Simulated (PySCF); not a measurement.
**A basis-limit estimate, worked out**

An elementary step of SiH2Cl2O, closed shell (SiCl₂ + H₂O → SiH₂Cl₂O ([OH][SiH]([Cl])[Cl]); bonds formed: Si1–H4; dative contacts that become bonds: Si1–O5; bonds broken: H4–O5). “Start” is the structure reached by relaxing down from the saddle towards the reactants; PBE0-D4/def2-TZVP structures. The saddle:

```json
{"atom": "Si1", "x (Å)": "0.0986", "y (Å)": "-0.7770", "z (Å)": "0.0501"}
{"atom": "Cl2", "x (Å)": "1.7644", "y (Å)": "-1.0884", "z (Å)": "-1.1154"}
{"atom": "Cl3", "x (Å)": "-1.4989", "y (Å)": "-0.7223", "z (Å)": "-1.2684"}
{"atom": "H4", "x (Å)": "-0.0478", "y (Å)": "0.0711", "z (Å)": "1.4374"}
{"atom": "O5", "x (Å)": "0.2169", "y (Å)": "0.9752", "z (Å)": "0.5688"}
{"atom": "H6", "x (Å)": "-0.5331", "y (Å)": "1.5413", "z (Å)": "0.3275"}
```

PySCF 2.14 with density fitting (its default auxiliary sets; JK sets also for MP2 and CCSD(T)); basis: def2-TZVPP and def2-QZVPP; cores frozen in the correlated methods.

Energies in eV:

| quantity | saddle | start |
| --- | --- | --- |
| Hartree–Fock, triple zeta (X = 3) | -34940.44894 | -34942.36857 |
| Hartree–Fock, quadruple zeta (X = 4) | -34941.49880 | -34943.40135 |
| MP2 correlation, X = 3 | -20.80964 | -20.21349 |
| MP2 correlation, X = 4 | -22.78178 | -22.18775 |
| CCSD(T) correlation, X = 3 | -22.81473 | -22.30090 |

Problem. Work out the barrier at the basis limit: extrapolate Hartree–Fock as E(X) = E∞ + A exp(−7.88 √X) and the MP2 correlation as E(X) = E∞ + B X^−2.97 (the exponents that Neese and Valeev fitted for def2-TZVPP and QZVPP), then add CCSD(T) − MP2 in triple zeta.

Solution. Each step is linear, so take the differences first (saddle − start): Hartree–Fock 1.91963 (X = 3) and 1.90255 (X = 4); MP2 correlation -0.59615 and -0.59403; CCSD(T) correlation -0.51383.
Two points give E∞ = E(4) + w [E(4) − E(3)], with w = 1/(exp(7.88 (2 − √3)) − 1) = 0.1377 for Hartree–Fock and w = 1/((4/3)^2.97 − 1) = 0.7407 for the correlation.
Hartree–Fock: 1.90255 + 0.1377 × (-0.01708) = 1.9002 eV.
MP2 correlation: -0.59403 + 0.7407 × 0.00212 = -0.5925 eV.
CCSD(T) − MP2: -0.51383 − (-0.59615) = 0.0823 eV.
Sum: 1.9002 + (-0.5925) + 0.0823 = 1.3900 eV, or 32.05 kcal/mol. Plain CCSD(T) in triple zeta gives 1.4058 eV, so the larger basis shifts the result by -0.0158 eV.

The T1 diagnostic stays at or below 0.014. The restricted Hartree–Fock reference is unstable towards an unrestricted one at one or more of these structures.

Losses and insertions of silylenes and their heavier kin drive the gas-phase chemistry of silicon and germanium vapour deposition.

Labels in which every atom is bracketed show which atoms are joined, not bond orders.

For scale, one of the runs: CCSD(T)/def2-TZVPP, 185 basis functions, launched by `OMP_NUM_THREADS=4 python run.py`. Time: 12 min of wall clock on 4 CPU threads of an AMD EPYC; the host was shared. Peak host memory: 2.1 GiB.
